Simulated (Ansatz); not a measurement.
# quartet N: levels of theory in one basis

A single N atom.

Basis set: def2-SVP (spherical functions). Frozen core: 1 orbital. Correlation on ROHF uses semicanonical orbitals with singles. Charge 0, multiplicity 4.

Computed with Ansatz (development build ahead of 0.2.0); each method stands on the lowest determinant of its kind that the runs found.

```json
{"method": "ROHF", "E − E(ROHF) (eV)": "0.00", "<S²> of the determinant": "3.75"}
{"method": "UHF", "E − E(ROHF) (eV)": "-0.10", "<S²> of the determinant": "3.76"}
{"method": "ROHF-MP2", "E − E(ROHF) (eV)": "-1.98", "<S²> of the determinant": "–"}
{"method": "UHF-MP2", "E − E(ROHF) (eV)": "-1.99", "<S²> of the determinant": "3.76"}
{"method": "ROHF-CCSD", "E − E(ROHF) (eV)": "-2.40", "<S²> of the determinant": "–"}
{"method": "UHF-CCSD", "E − E(ROHF) (eV)": "-2.40", "<S²> of the determinant": "3.76"}
{"method": "ROHF-CCSD(T)", "E − E(ROHF) (eV)": "-2.41", "<S²> of the determinant": "–"}
{"method": "UHF-CCSD(T)", "E − E(ROHF) (eV)": "-2.42", "<S²> of the determinant": "3.76"}
{"method": "ROHF-CCSDT", "E − E(ROHF) (eV)": "-2.42", "<S²> of the determinant": "–"}
{"method": "UHF-CCSDT", "E − E(ROHF) (eV)": "-2.42", "<S²> of the determinant": "3.76"}
{"method": "UHF-CCSDT(Q)", "E − E(ROHF) (eV)": "-2.42", "<S²> of the determinant": "3.76"}
```

(1) Is a single determinant a sound starting point here?

Results:

(1) By this sign, yes. Unrestricted orbitals gain 0.10 eV and <S²> is 3.76 against 3.75 for a pure state.
